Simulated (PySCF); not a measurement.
C₅H₁₀O₂Si.
SMILES: `C=CC[Si](O)(O)C=C`

Jobs on this species (18 atoms, 70 electrons) with PySCF (density fitting). Hardware of each: one thread, Arm Neoverse V1 (aarch64), no GPU, shared host. Other jobs ran on the host; a repeat could differ by tens of per cent or more. Peak memory is the resident size of the whole Python process, interpreter and libraries included.

Task: Rank these jobs by wall time, shortest first.
A. PBE0/pcSseg-1, IEF-PCM tetrahydrofuran; shieldings, charges and field gradients; 193 basis functions
B. PBE0-D3(BJ)/def2-SVP, grid level 1; geometry optimisation from a GFN2-xTB start; 166 basis functions
C. B3LYP/def2-SVPD; 6 singlets by full TDDFT, polarisability, dynamic polarisability, density and orbital grids written; 250 basis functions

Result: A (31 s), C (68 s), B (2.1 min).

All jobs:

| level and settings | work | basis functions | SCF cycles | wall time | peak memory |
| --- | --- | --- | --- | --- | --- |
| PBE0/pcSseg-1, IEF-PCM tetrahydrofuran | shieldings, charges and field gradients | 193 | 14 | 31 s | 1.0 GiB |
| B3LYP/def2-SVPD, IEF-PCM tetrahydrofuran | 6 singlets by full TDDFT, polarisability | 250 | 13 | 46 s | 1.1 GiB |
| B3LYP/def2-SVPD | 6 singlets by full TDDFT, polarisability, dynamic polarisability, density and orbital grids written | 250 | 14 | 68 s | 1.0 GiB |
| PBE0-D3(BJ)/def2-SVP, grid level 1 | geometry optimisation from a GFN2-xTB start | 166 | 69 | 2.1 min | 0.68 GiB |

Task: What do all jobs in the table cost together?

Result: About 4.5 min; the longest takes about 46 % of that, and about 4.1 times as long as the shortest.
